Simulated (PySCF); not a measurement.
**Orbital levels and atomic charges**

System: C12F10O4S2 (non-ionic photoacid generator), SMILES O=S(=O)(c1c(F)c(F)c(F)c(F)c1F)S(=O)(=O)c1c(F)c(F)c(F)c(F)c1F.

Cartesian coordinates (Å):
```
  1 O     1.276   -2.882    0.405
  2 S     0.689   -1.636    0.041
  3 O    -0.281   -1.623   -1.013
  4 C     2.000   -0.425   -0.274
  5 C     2.175    0.289   -1.446
  6 F     1.440    0.030   -2.515
  7 C     3.157    1.280   -1.510
  8 F     3.347    1.966   -2.632
  9 C     3.937    1.556   -0.388
 10 F     4.863    2.503   -0.447
 11 C     3.754    0.841    0.798
 12 F     4.502    1.113    1.859
 13 C     2.776   -0.148    0.838
 14 F     2.571   -0.856    1.943
 15 S    -0.363   -0.604    1.673
 16 O    -0.590   -1.406    2.823
 17 O     0.296    0.659    1.821
 18 C    -1.918   -0.302    0.775
 19 C    -1.841    0.542   -0.321
 20 F    -0.686    1.135   -0.611
 21 C    -2.951    0.774   -1.127
 22 F    -2.875    1.593   -2.169
 23 C    -4.152    0.126   -0.834
 24 F    -5.216    0.329   -1.598
 25 C    -4.232   -0.741    0.254
 26 F    -5.373   -1.366    0.522
 27 C    -3.106   -0.957    1.054
 28 F    -3.198   -1.789    2.078
```

Method: CAM-B3LYP/6-31G*, gas phase, PySCF, fitting set def2-universal-JFIT up to Ne and JKFIT beyond, grid level 1.

Task: Give the orbital energies near the gap.

Result: 
| orbital | eV |
| --- | --- |
| HOMO-4 | -10.06 |
| HOMO-3 | -9.72 |
| HOMO-2 | -9.57 |
| HOMO-1 | -9.16 |
| HOMO | -9.12 |
| LUMO | -1.52 |
| LUMO+1 | -0.68 |
| LUMO+2 | -0.04 |
| LUMO+3 | 0.11 |

Task: Give the partial charges of the non-hydrogen atoms.

Result: 
| atom | Mulliken | IAO | Hirshfeld |
| --- | --- | --- | --- |
| O1 | -0.44 | -0.83 | -0.28 |
| S2 | 0.99 | 1.81 | 0.48 |
| O3 | -0.50 | -0.86 | -0.30 |
| C4 | -0.40 | -0.31 | -0.07 |
| C5 | 0.39 | 0.30 | 0.09 |
| F6 | -0.25 | -0.22 | -0.04 |
| C7 | 0.28 | 0.23 | 0.07 |
| F8 | -0.27 | -0.23 | -0.06 |
| C9 | 0.30 | 0.26 | 0.09 |
| F10 | -0.26 | -0.22 | -0.05 |
| C11 | 0.28 | 0.24 | 0.07 |
| F12 | -0.27 | -0.23 | -0.05 |
| C13 | 0.43 | 0.29 | 0.09 |
| F14 | -0.26 | -0.23 | -0.03 |
| S15 | 0.99 | 1.81 | 0.47 |
| O16 | -0.43 | -0.82 | -0.27 |
| O17 | -0.50 | -0.86 | -0.30 |
| C18 | -0.41 | -0.31 | -0.07 |
| C19 | 0.43 | 0.30 | 0.09 |
| F20 | -0.27 | -0.24 | -0.05 |
| C21 | 0.28 | 0.23 | 0.07 |
| F22 | -0.27 | -0.23 | -0.06 |
| C23 | 0.30 | 0.27 | 0.09 |
| F24 | -0.26 | -0.22 | -0.05 |
| C25 | 0.28 | 0.23 | 0.07 |
| F26 | -0.27 | -0.23 | -0.06 |
| C27 | 0.39 | 0.29 | 0.09 |
| F28 | -0.25 | -0.22 | -0.04 |
